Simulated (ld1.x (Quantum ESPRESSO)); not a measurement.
**Pb (Z = 82): PAW pseudisation with PBE, fully relativistic reference atom.**

```
Element                 : lead
Generator               : ld1.x (Quantum ESPRESSO) 7.5
Type                    : PAW
Functional              : PBE
Relativity              : fully relativistic
Frozen core             : [Kr] 4d10 4f14
Valence charge          : 22
Reference configuration : 5s2 5p6 5d10 6s2 6p1 (charge +1)
Partial waves           : 5s (bound): rcut 1.20, rcutus 1.55 bohr; 6s (bound): rcut 1.20, rcutus 1.55 bohr; 5p (bound): rcut 1.25, rcutus 1.30 bohr; 6p (bound): rcut 1.25, rcutus 1.30 bohr; 5d (bound): rcut 1.90, rcutus 2.30 bohr; 5d channel at -1 Ry: rcut 1.90, rcutus 2.30 bohr
Local potential         : all-electron potential smoothed inside 1.10 bohr (lloc = -1)
Core correction         : Bessel-smoothed model core, default radius (core density twice the valence density)
Augmentation charge     : BESSEL, radius 1.30 bohr
```

Open shells are filled in proportion to 2j + 1 (rel_dist='average').

Poles of the logarithmic derivatives, all-electron (AE) and pseudo (PS). p1/2: poles at -8.0, 1.6 (AE) and -8.0, 1.6 (PS) Ry. p3/2: poles at -6.4, 2.4 (AE) and -6.4, 2.4 (PS) Ry. d3/2: poles at -2.0 (AE) and -2.0, 0.2 (PS) Ry. d5/2: poles at -1.8 (AE) and -1.8, 0.3 (PS) Ry. Test radius 2.49 bohr.

- Configuration tests: test run stopped at test 2 of 7 (negative rho)

The ghost test of this file was not conclusive.
